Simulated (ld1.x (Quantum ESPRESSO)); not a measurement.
**How hard is this manganese (Mn) RRKJ potential?**

* Element: Mn
* Generator: ld1.x (Quantum ESPRESSO) 7.5
* Type: norm-conserving RRKJ (Kleinman–Bylander form)
* Functional: LDA (PZ)
* Relativity: scalar-relativistic
* Frozen core: [Ar]
* Valence charge: 7
* Reference configuration: 3d5 4s1 4p0 (charge +1)
* Partial waves: 4s (bound): rc 2.60 bohr; 4p (bound, empty): rc 3.05 bohr; 3d (bound): rc 2.00 bohr
* Local potential: all-electron potential smoothed inside 2.60 bohr (lloc = -1)
* Core correction: a·sin(br)/r model core, default radius (core density twice the valence density)
* rho0: 0.005

The pseudo-atom Hamiltonian at the reference potential is diagonalised in spherical Bessel functions j_l(qr) that vanish at 20 bohr, with q² up to the cutoff. All-electron valence levels (Ry): 4s -0.8945, 4p -0.5435, 3d -1.1181.

Q: How do the lowest levels (Ry) of each channel move with the cutoff, and are there ghosts?

A:

```csv
cutoff (Ry),s #1,s #2,p #1,d #1,f #1,f #2,Σ f·Δε (mRy)
8,-0.8838,-0.2361,-0.5399,-0.2475,-0.0539,0.0423,4363.8
15,-0.8881,-0.2374,-0.5435,-0.2924,-0.0539,0.0423,4135.3
25,-0.8944,-0.2392,-0.5435,-0.7227,-0.0539,0.0423,1977.4
45,-0.8945,-0.2393,-0.5435,-1.1169,-0.0539,0.0423,6.3
60,-0.8945,-0.2393,-0.5435,-1.1178,-0.0539,0.0423,1.5
90,-0.8945,-0.2393,-0.5435,-1.1181,-0.0539,0.0423,0.1
400,-0.8945,-0.2393,-0.5435,-1.1181,-0.0539,0.0423,0.0
```

Result: no extra level below or beside the all-electron valence levels (s, p, d, f tested); 10 mRy is reached at 45 Ry and 1 mRy at 70 Ry.
